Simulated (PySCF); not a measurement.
Input file for PySCF: R-HF/3-21G on H4SSn (SMILES [SH][SnH3]), a point of a torsion scan.

```python
from pyscf import gto, scf, dft, mp
from pyscf.data.elements import chemcore

mol = gto.M(
    atom='''
    S     1.64881530    0.79961733   -0.32410874
    Sn   -0.58040099   -0.00172796   -0.00543764
    H     2.23759112   -0.29813804    0.12266341
    H    -1.04599556    0.13996392    1.59709916
    H    -0.67710583   -1.60827696   -0.46735761
    H    -1.57479331    0.93120993   -0.95832310
    ''',
    basis='3-21g',
    charge=0, spin=0, verbose=3, max_memory=1800)
mf = scf.RHF(mol)
mf.conv_tol = 1e-8
mf.max_cycle = 100
mf.kernel()
if not mf.converged:
    mf = mf.newton().run(mf.mo_coeff, mf.mo_occ)
```

Program output:

```
converged SCF energy = -6394.14558474142
```

The calculation finished and met its thresholds.

Cost: roughly 0.4 core-seconds.
